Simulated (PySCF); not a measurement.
Electronic structure of S+ (sulfur, charge +1) at the UHF level

Configuration: [Ne] 3s2 3p3, high-spin 4S determinant. Calculation: PySCF 2.14, in an even-tempered Gaussian basis (25 s from 0.028 bohr⁻², ratio 2.2; 16 p from 0.036 bohr⁻², ratio 2.2; 6 d from 0.67 bohr⁻², ratio 2.4; 6 f from 1 bohr⁻², ratio 2.4; 5 g from 1.5 bohr⁻², ratio 2.4); scalar relativity by spin-free X2C-1e.

```json
{
  "Total energy": "-398.259297 hartree",
  "One-electron energy": "-544.4215 hartree",
  "Hartree (Coulomb) energy": "171.0646 hartree",
  "Exchange energy": "-24.9025 hartree",
  "⟨S²⟩": "3.7509",
  "⟨L²⟩": "0.000",
  "Sum of ⟨r⟩": "12.73 bohr",
  "Sum of ⟨r²⟩": "20.68 bohr²",
  "Langevin diamagnetic susceptibility": "-16.4 ×10⁻⁶ cm³/mol"
}
```

```tsv
shell	electrons	mean orbital energy (hartree)	rms radius, mean of both spins (bohr)
1s α	1	-92.74000	0.112
1s β	1	-92.70751	0.112
2s α	1	-9.49289	0.516
2s β	1	-9.46108	0.516
2p α	3	-7.13310	0.491
2p β	3	-7.07358	0.491
3s α	1	-1.41731	1.78
3s β	1	-1.07254	1.78
3p α	3	-0.86193	2.03
```

Densities and radii are taken from the X2C orbitals without a picture-change correction, which distorts them close to the nucleus.

Spin-orbit constants ζ (cm⁻¹) from the X2C one-electron operator on these orbitals: bare nucleus, nucleus screened by l(l+1)(2l+1)/3 electrons, and screened by the Breit-Pauli mean field of the electrons.

| shell | bare | screened nucleus | mean field |
| --- | --- | --- | --- |
| 2p | 7512 | 6573 | 6152 |
| 3p | 537.8 | 470.6 | 434.1 |
